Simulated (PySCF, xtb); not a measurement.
CHF, SMILES [CH]F (connectivity only; charge and spin as stated), neutral, multiplicity 1.

GFN2-xTB in xtb 6.7.1 at its own geometry gives an orbital gap of 1.44 eV and a dipole moment of 1.35 D.

Geometry optimised at PBE-D3(BJ)/def2-TZVPD. The isomer is the one that the SMILES or the coordinates give; other isomers of the formula were not compared.

Problem. What does PBE0/def2-TZVPD (PySCF) give? (Estimate from the structure and the level; the computed values follow.)

Solution. gap 4.47 eV (levels -7.39 and -2.92 eV), dipole 1.47 D.
